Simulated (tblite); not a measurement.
C5H11NSi.
Structure used (GFN2-xTB), in Å, numbered top down from 1:
```
atom  x, y, z in Å
C1    -0.8532    1.7721    0.1866
C2    -0.6303    0.5132   -0.6330
Si3   -1.7375   -1.0358   -0.3830
C4     0.0411   -1.7310   -0.3194
C5     0.6313   -0.3043   -0.2321
C6     1.7820   -0.0500   -1.1426
N7     2.8766    0.5096   -0.8882
H8    -0.9429    1.5342    1.2449
H9    -0.0229    2.4675    0.0623
H10   -1.7666    2.2732   -0.1273
H11   -0.5581    0.7956   -1.6874
H12   -2.5952   -1.4413   -1.4942
H13   -2.4527   -1.0620    0.8921
H14    0.3315   -2.3722    0.5092
H15    0.3509   -2.2285   -1.2375
H16    0.9132   -0.0668    0.7980
H17    1.6375   -0.3703   -2.1732
H18    2.9865    0.8030    0.0835
```

Level: GFN2-xTB in tblite, geometry and Hessian alike; calculated harmonic values, unscaled, isolated species. Against measured fundamentals such values can be off by several per cent, at times by over 20. Modes of hydrogen on silicon can be 10 to 20 % off. One conformer, not necessarily the lowest.

Harmonic wavenumbers (cm⁻¹): 47.5, 51.7, 206.1, 219.4, 253.3, 304.0, 372.4, 393.1, 444.3, 486.0, 566.0, 616.1, 671.8, 735.6, 752.6, 771.8, 782.1, 896.5, 986.5, 1000.5, 1060.4, 1076.8, 1085.7, 1103.2, 1120.8, 1170.5, 1186.8, 1228.4, 1248.4, 1294.8, 1322.5, 1353.1, 1413.6, 1472.2, 1504.5, 1508.4, 1735.8, 2272.1, 2279.7, 2934.7, 2943.4, 2980.9, 2994.4, 3001.1, 3015.1, 3021.4, 3028.8, 3296.8.

A = 3408, B = 1556, C = 1168 MHz; mass 113.066 u (most abundant isotopes); point group C1, symmetry number 1.

Q: Zero-point energy?

A: Half the sum of the wavenumbers: 32106 cm⁻¹ = 91.80 kcal/mol.

Q: Give the ideal-gas entropy at 200 K and 1 bar in the rigid-rotor, harmonic-oscillator model (classical rotation).

A: Translation 38.13, rotation 27.15, vibration 14.94: S = 80.2 cal/(mol K).

Q: And Cp and H(200 K) − H(0)?

A: Cp = 25.05 cal/(mol K), of which vibrations give 17.11 (their classical limit is 48 R = 95.4); H(200 K) − H(0) = 3.20 kcal/mol without the zero-point energy, 1.61 from vibrations.

Q: Blend soft modes into free rotors: weight 1/[1 + (100 cm⁻¹/ν̃)⁴] for the oscillator and the rest for a rotor with moment μB/(μ + B), μ = h/(8π²ν), B = 10⁻⁴⁴ kg m². What vibrational entropy results?

A: 13.32 cal/(mol K) in place of 14.94, which changes −T·S at 200 K by +0.32 kcal/mol.

Q: How do the functions run with temperature in this model?

A: 
```json
{"T (K)": "150", "S (cal/(mol K))": "73.7", "Cp (cal/(mol K))": "20.3", "H − H(0) (kcal/mol)": "2.07", "G − H(0) (kcal/mol)": "-8.99", "ln q(vib)": "2.46"}
{"T (K)": "250", "S (cal/(mol K))": "86.3", "Cp (cal/(mol K))": "30.0", "H − H(0) (kcal/mol)": "4.58", "G − H(0) (kcal/mol)": "-17.01", "ln q(vib)": "4.49"}
{"T (K)": "298.15", "S (cal/(mol K))": "92.0", "Cp (cal/(mol K))": "34.8", "H − H(0) (kcal/mol)": "6.14", "G − H(0) (kcal/mol)": "-21.30", "ln q(vib)": "5.50"}
{"T (K)": "400", "S (cal/(mol K))": "103.6", "Cp (cal/(mol K))": "44.5", "H − H(0) (kcal/mol)": "10.19", "G − H(0) (kcal/mol)": "-31.27", "ln q(vib)": "7.72"}
{"T (K)": "600", "S (cal/(mol K))": "124.7", "Cp (cal/(mol K))": "59.3", "H − H(0) (kcal/mol)": "20.66", "G − H(0) (kcal/mol)": "-54.14", "ln q(vib)": "12.16"}
{"T (K)": "900", "S (cal/(mol K))": "151.7", "Cp (cal/(mol K))": "73.7", "H − H(0) (kcal/mol)": "40.79", "G − H(0) (kcal/mol)": "-95.72", "ln q(vib)": "18.66"}
```

q(vib) and H(0) count from the zero-point level.

Hindered rotation and anharmonicity are outside this model. Other conformers, if any are populated, would add a mixing term that is left out. The structure is chiral; the term R ln 2 for an equal mix with its mirror image is left out.
